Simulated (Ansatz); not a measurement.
System: GeH₃, charge 1, singlet. GeH3+ (parent SMILES [GeH3], singlet).
B3LYP-D3(BJ)/def2-TZVP minimum from Ansatz (a first-principles code):
```
Ge
H 1 1.5244
H 1 1.5244 2 120.00
H 1 1.5244 2 120.00 3 180.00
```
Charge +1, spin multiplicity 1.

Total energies in cc-pVQZ, 6 correlated electrons, 14 frozen orbitals. UHF or UKS for unpaired electrons; spin-orbit terms are left out. Cores are frozen in correlated methods (noble-gas shells, and filled d and f shells in the p block). No relativity. The spin of H3Ge+ (parent SMILES [GeH3], singlet) was assumed, and the state is the lowest solution found for it.

```json
[
 {"method": "HF", "program": "Ansatz", "energy (Eh)": "-2076.83921", "minus CCSDT(Q) (mEh)": "129.80"},
 {"method": "MP2", "program": "Ansatz", "energy (Eh)": "-2076.94469", "minus CCSDT(Q) (mEh)": "24.32"},
 {"method": "CCSD", "program": "Ansatz", "energy (Eh)": "-2076.96619", "minus CCSDT(Q) (mEh)": "2.82"},
 {"method": "CCSD(T)", "program": "Ansatz", "energy (Eh)": "-2076.96849", "minus CCSDT(Q) (mEh)": "0.52"},
 {"method": "CCSDT(Q)", "program": "Ansatz", "energy (Eh)": "-2076.96901", "minus CCSDT(Q) (mEh)": "0.00"}
]
```

Rough core times of Ansatz's runs on a shared machine: CCSD(T) under 20 s, CCSDT(Q) 4 min.
